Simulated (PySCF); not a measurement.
F4Si (SMILES F[Si](F)(F)F), singlet, at a GFN2-xTB geometry. Base run: HF/6-31G in PySCF.

Input for PySCF:
```python
from pyscf import gto, scf

mol = gto.Mole()
mol.atom = '''
    Si    0.00000000   -0.00000000    0.00000000
    F     0.88552320    0.90402113    0.92229500
    F    -0.91389002   -0.91243756    0.88560507
    F    -0.89400971    0.90408216   -0.91401078
    F     0.92237653   -0.89566573   -0.89388928
'''
mol.basis = '6-31g'
mol.verbose = 3
mol.build()

mf = scf.RHF(mol)
mf.kernel()
mo_i, mo_e, stable_i, stable_e = mf.stability(internal=True, external=True, return_status=True, nroots=6, tol=1e-6)
print('internally stable:', stable_i, ' externally stable:', stable_e)
if not stable_e:
    umf = mf.to_uhf() if not hasattr(mf, 'xc') else mf.to_uks()
    umf.scf_summary = {}
    umf.kernel(umf.make_rdm1(mo_e, umf.mo_occ))
```

The bond that is stretched is that between atoms 3 and 1. A test that says stable can miss a lower solution.

The base run was repeated with changes; each row names its change, and settings that it needs were set with it.

```csv
change,ΔE vs base (kcal/mol),<S^2>,E after following the instability (Eh),<S^2> there,HOMO-LUMO gap (eV),stability test says,outcome
base,0.000,0.000,-,-,22.36,stable,converged
bond × 1.25,28.46,0.000,-,-,18.67,stable,converged
bond × 1.5,86.0,0.000,-686.59699,0.52,13.88,external instability,converged
bond × 1.8,143.0,0.000,-686.57394,0.91,9.75,external instability,converged
bond × 2.2,192.7,0.000,-686.56993,0.99,6.52,external instability,converged
bond × 3.0,-,-,-,-,-,-,not converged
```

Where a bond breaks into two radicals, a solution with restricted orbitals usually stops being the lowest and lies too high; an unrestricted one lies lower at the price of spin contamination, which <S^2> shows.
